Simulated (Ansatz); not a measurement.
**Energy profile**

The step: CCl₂ + H₂ → CH₂Cl₂ ([Cl][CH2][Cl]); bonds formed: C1–H4, C1–H5; bonds broken: H4–H5 (atoms numbered as in the saddle structure below).

C1  (0.367, -0.394, 0.179)
Cl2  (-0.199, 0.121, 1.732)
Cl3  (-0.763, -1.458, -0.586)
H4  (0.659, 0.624, -0.585)
H5  (-0.065, 1.107, -0.739)
(Å)

Electronic energies by CCSD(T) at an estimated basis limit (MP2 extrapolated from triple and quadruple zeta, plus CCSD(T) − MP2 in triple zeta), on PBE0-D4/def2-TZVP structures; CH2Cl2, singlet; no counterpoise correction. Computed with Ansatz 0.2.0 (basis: def2-TZVPP and def2-QZVPP); correlated methods freeze the cores. Extrapolation: Hartree–Fock as exp(−7.88 √X), correlation as X^−2.97.

(1) Give the profile in kcal/mol, counted from the separated reactants. (An estimate is asked for; the value comes from the calculation.)

The T1 diagnostic stays at or below 0.021. The restricted Hartree–Fock reference is unstable towards an unrestricted one at one or more of these structures.

Answers

(1) By the calculation:
```tsv
point	kcal/mol
separated: CCl2 (linked as [Cl][C][Cl]; C1, Cl2, Cl3; singlet) + H2 (H4, H5; singlet)	0.00
start structure	-0.50
saddle	15.94
end structure	-85.12
```

For scale, one of the runs: CCSD(T)/def2-TZVPP, 143 basis functions, launched by `ansatz run in.yaml --threads 2 --pin off --events-out ev --progress --plain --max-ram 4352MiB`. Time: 21 s of wall clock on 2 CPU threads of an Arm Neoverse N1; the host was shared. Peak host memory: 0.78 GiB.
